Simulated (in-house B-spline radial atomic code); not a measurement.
A run on neutral lithium that did not converge. Method: non-relativistic SCAN, spin-polarised, spherical fractional occupations, point nucleus; computed with a B-spline radial code for spherical atoms.

Command:
```bash
python run_scf.py task.json out
```
Settings:
```
Z                3
configuration    [He] 2s1
hamiltonian      nr
method           scan,scan
spin_polarised   True
```

First and last ten iterations of the last attempt (damped for 15 steps, keeping 80 % of the old Fock matrix, then DIIS):
```
 iter        energy (Eh)    residual
    1          -7.479564    7.36e-03
    2          -7.480113    6.80e-04
    3          -7.480116    5.72e-04
    4          -7.480118    4.83e-04
    5          -7.480119    4.08e-04
    6          -7.480120    3.45e-04
    7          -7.480121    2.93e-04
    8          -7.480121    2.49e-04
    9          -7.480121    2.12e-04
   10          -7.480122    1.81e-04
  111       88155.017587    1.78e+02
  112       91920.218571    1.92e+02
  113       91935.838445    1.92e+02
  114       35044.232755    1.95e+02
  115        5834.509153    1.05e+02
  116        5813.805858    1.05e+02
  117       42172.801045    1.05e+02
  118      509551.624884    4.30e+01
  119      447241.064688    1.01e+02
  120      444931.129665    6.86e+01
 not converged after 120 iterations
```

The smallest residual met was 3.4e-05; the threshold is about 1e-07. No energy from this run should be used. Time taken, with all properties: 0.68 s on 1 thread of Arm Neoverse V1 (shared host).
